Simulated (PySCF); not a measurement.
Spin states and ions at one geometry of TlF3

PySCF 2.14.0, RKS TPSS, Tl def2-SVP with ECP60, F def2-SVP; non-relativistic Hamiltonian with scalar-relativistic core potentials where named; density fitting; no spin-orbit coupling; singlets restricted, open shells unrestricted. The geometry is relaxed for charge 0, singlet, vacuum:

```xyz
4

Tl    0.2376    0.0000    0.0000
F    -0.5865    0.0000    1.8581
F    -0.5865    0.0000   -1.8581
F     2.2847    0.0000    0.0000
```

Energies count from the relaxed state; an electron taken off or put on is at rest in vacuum. Charges and spins are Mulliken's.

Task: Order these states by energy, lowest first.
A. charge +1, doublet, vacuum
B. charge 0, singlet, vacuum
C. charge 0, triplet, vacuum
D. charge -1, doublet, vacuum

Result: D (-1.99 eV), B (0.00 eV), C (3.14 eV), A (12.31 eV).

Task: How do charge and spin on the first atom follow?

Result: 
| state | spin squared | charge on Tl1 (e) | spin on Tl1 (e) | dipole about the centre of mass (D) |
| --- | --- | --- | --- | --- |
| charge 0, singlet, vacuum | 0.00 | 1.01 | 0.00 | 0.92 |
| charge 0, triplet, vacuum | 2.00 | 0.73 | 0.62 | 0.16 |
| charge +1, doublet, vacuum | 0.76 | 1.35 | -0.02 | 0.35 |
| charge -1, doublet, vacuum | 0.75 | 0.36 | 0.56 | 0.65 |

With an electron taken off (doublet) the charges change, summed by element, by Tl +0.34 e, F +0.66 e. The vertical ionisation energy is 12.31 eV, against −ε(HOMO) = 8.61 eV of the relaxed state. The level lies 3.7 eV too high, as is usual for semilocal functionals and global hybrids, which keep a self-interaction error.

With an electron put on (doublet) the charges change, summed by element, by Tl -0.65 e, F -0.35 e. The vertical electron affinity is 1.99 eV, against −ε(LUMO) = 5.38 eV of the relaxed state. The basis has no diffuse functions, which an added electron needs. The added electron's level lies above zero.

Open shells may have lower solutions than those found. Hard to converge, so the more doubtful: charge +1, doublet, vacuum.

No frequency check is given that shows the relaxed geometry to be a minimum.
